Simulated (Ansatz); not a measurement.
Molecule: sum formula HGeO (charge +1, singlet). It need not be the lowest isomer of its formula. 
Coordinates optimised at B3LYP-D3(BJ)/def2-TZVP (Ansatz, a program for electronic structure):
SMILES: [Ge]=[OH+]
```xyz
3

O      0.0000     0.0000    -1.2837
Ge     0.0000     0.0000     0.3913
H      0.0000     0.0000    -2.2512
```
Charge +1, spin multiplicity 1.

Basis-set convergence of Hartree-Fock and CCSD(T) correlation energies (hartree) with Ansatz. Correlated levels leave the core frozen unless marked. Spin-orbit coupling is left out. The frozen core is the preceding noble-gas configuration, with the filled d and f shells of earlier blocks. No relativistic terms.

| basis | functions | E(HF) | E(corr, CCSD(T)) |
|---|---|---|---|
| def2-SVPD | 69 | -2150.24750 | -0.28133 |
| def2-TZVPPD | 111 | -2150.60470 | -0.33409 |
| def2-QZVPPD | 194 | -2150.64950 | -0.35463 |

Extrapolating the two largest sets (X = 3 and 4) as X^-3: E(corr) = (64·(-0.35463) - 27·(-0.33409))/37 = -0.3696 Eh, an estimate of the basis-set limit. The largest set recovers 95.9 % of it, the smallest 76.1 %.
